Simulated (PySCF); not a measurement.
## EPR parameters of C2H6PSi2

Compound: C2H6PSi2 (doublet state).
Numbering: `[CH:1]#[C:2][SiH2:3][PH:4][SiH2:5]` (hydrogens: H6 on C1; H7, H8 on Si3; H9 on P4; H10, H11 on Si5)

Cartesian coordinates in Å at the GFN2-xTB level; atoms count from 1:
```
atom  x, y, z in Å
C1    -3.027    0.773    1.486
C2    -2.094    0.695    0.732
Si3   -0.609    0.544   -0.359
P4     1.007   -0.408    0.871
Si5    2.530   -0.909   -0.654
H6    -3.852    0.848    2.136
H7    -0.131    1.878   -0.735
H8    -0.969   -0.250   -1.541
H9     0.423   -1.658    0.927
H10    3.223    0.329   -1.031
H11    3.505   -1.839   -0.073
```

The hyperfine couplings belong to this conformer and change with its torsions.

Method used: UKS B3LYP, pcH-1 on C H P Si, non-relativistic, mean-field spin-orbit, GIAO in PySCF. Isolated species at its GFN2-xTB geometry (one conformer only). Couplings are sensitive to structure, and on GFN2-xTB geometries they can be far from those on DFT ones, by a factor of two or more for some ions and for spin on atoms past the first row. No stability test was run, so a lower SCF solution isn't excluded.

| Property | Result |
| --- | --- |
| g1, g2, g3 | 2.00174, 2.00390, 2.00792 |
| g_iso | 2.00452 |
| Form of g | rhombic: the two nearest values differ by 35 % of g3 − g1 |
| ⟨S²⟩ | 0.7524 (exact 0.7500) |
| HOMO–LUMO gap, α and β orbitals | 4.94, 4.47 eV |

Hyperfine couplings atom by atom, in mT; T1 to T3 are the principal values of the dipolar part (MHz turned into mT with g_iso):

```csv
atom,isotope,a_iso,of which spin–orbit,T1,T2,T3,Mulliken spin population
C1,13C,0.01,0.00,-0.01,0.00,0.01,0.00
C2,13C,-0.04,0.00,-0.01,0.00,0.01,0.00
Si3,29Si,-1.09,0.00,-0.14,0.06,0.08,0.01
P4,31P,1.30,-0.01,-2.33,-2.01,4.34,0.13
Si5,29Si,-15.97,0.03,-5.61,2.77,2.84,0.84
H6,1H,0.00,0.00,-0.01,-0.01,0.02,0.00
H7,1H,-0.03,0.00,-0.05,-0.03,0.08,0.00
H8,1H,0.05,0.00,-0.07,-0.04,0.11,0.00
H9,1H,0.52,0.00,-0.13,0.00,0.13,0.00
H10,1H,1.43,0.00,-0.30,0.03,0.27,0.01
H11,1H,1.69,0.00,-0.30,0.04,0.27,0.01
```

Largest spin populations (Mulliken): Si5 (+0.84) and P4 (+0.13). No atom but Si5 exceeds +0.15. The angles at Si5 add up to 326.1°, so it is pyramidal.

Axes: g2 points within 9° of the P4–Si5 bond.

Under fast tumbling the dipolar parts average out, and these isotropic splittings remain: 2 × 1H (H10/H11, I = 1/2, 3 lines) with 1.56 mT, 1 × 31P (P4, I = 1/2, 2 lines) with 1.30 mT and 1 × 1H (H9, I = 1/2, 2 lines) with 0.52 mT.

Class means assume fast exchange of nuclei equivalent by connectivity; if that motion is slow, each nucleus keeps its own coupling. The 1H value of +43.7 MHz is a mean of couplings from 40.2 to 47.3 MHz in this one geometry, not an average over conformers.

The 29Si coupling of Si5 (-448.0 MHz) shows only in satellite lines or after enrichment, since that isotope makes up about 4.7 % of natural silicon.
